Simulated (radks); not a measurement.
Task: Valence configurations of the platinum ion Pt2+ (all share [Xe]). All-electron calculation, scalar-relativistic Kohn-Sham, r2SCAN, spin-unpolarised, spherical densities, finite nucleus; meta-GGA in the generalised Kohn-Sham scheme; Fermi nuclear charge, rms radius 5.427 fm. Program: a radial shooting solver on a logarithmic mesh with Libxc functionals. Order these by energy: 4f14 5d7.5 6p0.5; 4f14 5d6 6s2; 4f13 5d7 6s1 6p1; 4f14 5d7 6p1; 4f11.5 5d8 6s0.5 6p2; 4f13 5d9; 4f13.5 5d8 6s0.5; 4f14 5d7.5 6s0.5; 4f14 5d8; 4f12.5 5d8 6s0.5 6p1.

Result: From the lowest, in eV above it: 4f14 5d8 0.000; 4f14 5d7.5 6s0.5 2.325; 4f14 5d7.5 6p0.5 6.434; 4f14 5d6 6s2 10.857; 4f14 5d7 6p1 13.394; 4f13.5 5d8 6s0.5 36.815; 4f13 5d9 70.821; 4f13 5d7 6s1 6p1 93.618; 4f12.5 5d8 6s0.5 6p1 129.71; 4f11.5 5d8 6s0.5 6p2 238.39. NIST lists [Xe] 4f14 5d8 as the ground configuration; this level of theory agrees among the configurations tried. The energies are those of spherical spin-averaged densities, not of single terms.
